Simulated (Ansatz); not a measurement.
Correlation energies of C3H7GaSi (`C#CC[SiH2][GaH2]`) by basis set

| atom | x (Å) | y (Å) | z (Å) |
| --- | --- | --- | --- |
| C1 | -0.3014 | 1.1832 | 1.5424 |
| C2 | 0.0912 | 1.2122 | 0.3948 |
| C3 | 0.5184 | 1.0298 | -0.9691 |
| Si4 | 0.2245 | -0.8717 | -1.2296 |
| Ga5 | -0.5558 | -1.2690 | 1.0353 |
| H6 | -0.6095 | 1.3544 | 2.5485 |
| H7 | -0.0787 | 1.6323 | -1.6566 |
| H8 | 1.5705 | 1.2951 | -1.0927 |
| H9 | 1.5143 | -1.4734 | -1.6720 |
| H10 | -0.7380 | -1.0277 | -2.3567 |
| H11 | -2.1010 | -1.3128 | 1.3261 |
| H12 | 0.4656 | -1.7524 | 2.1297 |

Total charge 0; spin multiplicity 1. Correlated methods include outer-core shells of Ga, which these sets cover unevenly. Scalar relativity is left out up to krypton. Geometry: relaxed with PBE0-D4/def2-TZVP. It is one conformer, not always the lowest. Frozen core, restricted reference, Ansatz 0.2.0.

```csv
basis,HF (Eh),MP2 corr.
def2-SVP,-2329.35066,-0.71246
def2-TZVPP,-2329.83312,-0.83831
def2-QZVPP,-2329.88710,-1.12484
```

Problem. Estimate the CCSD correlation energy and the (T) correction in each basis where they were run (hartree).

Solution. 
| basis | CCSD corr. | (T) |
| --- | --- | --- |
| def2-SVP | -0.75463 | -0.02903 |
| def2-TZVPP | -0.87717 | -0.04113 |
